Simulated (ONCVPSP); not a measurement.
**barium, ONCV: configuration errors across variants**

barium (Ba), optimised norm-conserving Vanderbilt (ONCV), made with ONCVPSP 4.0.1 (LDA (Perdew-Wang 92), fully relativistic). Core [Kr] 4d10, reference 5s2 5p6 6s1 (charge +1). Waves: 5s+6s: rc 2.95 bohr, ncon 4, nbas 8, qcut 3.2 1/bohr, 2 projectors; 5p: rc 2.00 bohr, ncon 4, nbas 8, qcut 4.6 1/bohr, 2 projectors, debl 2.8 Ha; d scattering state at 0.21 Ha: rc 2.90 bohr, ncon 5, nbas 9, qcut 2.9 1/bohr, 2 projectors, debl 0.6 Ha. Local part: polynomial inside 1.45 bohr (lpopt 5, dvloc0 0 Ha). Core correction: Teter function, fcfact 3.5, rcfact 1.1.

Open shells are filled in proportion to 2j + 1.

In the d channel the program set the typed energies aside and used 0.050, 0.650 Ha (j = l + 1/2; the other j can differ).

All-electron excitation energies from the reference (eV): (1) 5s2 5p6 6s2 -5.537; (2) 5s2 5p6 6s0 10.164; (3) 5s2 5p6 6s1.5 -3.329; (4) 5s2 5p6 5d1 6s1 -4.186.

2 further variants failed, have other tests or another functional or relativity, and are left out.

A true bound ghost makes a file unfit for plane-wave use even where its test errors are small: the radial tests pick states by their node count and pass the ghost by.

Errors AE − PS in meV (a dash: test not solved or not reliable):

| change | (1) | (2) | (3) | (4) | bound ghosts | GHOST(+) flags above zero |
| --- | --- | --- | --- | --- | --- | --- |
| base | -1.1 | -2.2 | -0.4 | -0.3 | s | p3/2, p1/2 |
| d: qcut 3.9 | -1.1 | -2.2 | -0.4 | -0.7 | s | p3/2, p1/2 |
| core correction Teter function, fcfact 3.5, rcfact 1.56 | -1.2 | -2.8 | -0.4 | -2.4 | s | p3/2, p1/2 |
| core correction Teter function, fcfact 3.7, rcfact 1.1 | -1.1 | -2.2 | -0.4 | -0.3 | s | p3/2, p1/2 |
| p: qcut 4.4 | -1.1 | -2.2 | -0.3 | -0.3 | s | p3/2, p1/2 |
| core correction none | -0.8 | -1.6 | -0.3 | 0.0 | s | p3/2, p1/2 |

Question: Give the same row for: local potential polynomial inside 1.75 bohr (lpopt 5, dvloc0 0 Ha).

Answer: -0.5, -2.5, -0.2, -0.3; bound ghosts: none; GHOST(+) flags above zero: s, p3/2.
